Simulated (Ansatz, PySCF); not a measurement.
Some isomers of C$_{3}$H$_{7}$O$_{2}$, charge +1, singlet:

A. COC(C)=[OH+]
B. CC[OH+]C=O
C. C[OH+]C(C)=O
D. CCOC=[OH+]

Quantity: relative energy (electronic energy difference), kJ/mol. Structures are relaxed separately at B3LYP-D3(BJ)/def2-TZVP in Ansatz (a first-principles code), one conformer each, not searched for the lowest. Cores are frozen in the correlated levels unless marked. Spin-orbit coupling is left out. No relativistic terms. Basis-set limits of correlation are two-point, X^-3; Hartree-Fock from the larger set. [CCSD(T)-MP2]/basis is that difference in the basis named. Values are relative to the lowest entry of each level; other isomers of the formula, not listed, may lie lower.

|  | HF-D3(BJ)/def2-TZVPD (PySCF + dftd3) | B3LYP-D4/def2-TZVPD (Ansatz + dftd4) | B2GP-PLYP-D3(BJ)/def2-TZVPD (Ansatz + dftd3) | RI-MP2/CBS(cc-pVTZ,cc-pVQZ)+[CCSD(T)-MP2]/cc-pVTZ (Ansatz) |
|---|---|---|---|---|
| A | 0.0 | 0.0 | 0.0 | 0.0 |
| B | 148.0 | 129.7 | 126.9 | 125.7 |
| C | 119.1 | 85.9 | 85.0 | 86.6 |
| D | 59.6 | 57.0 | 56.0 | 54.4 |
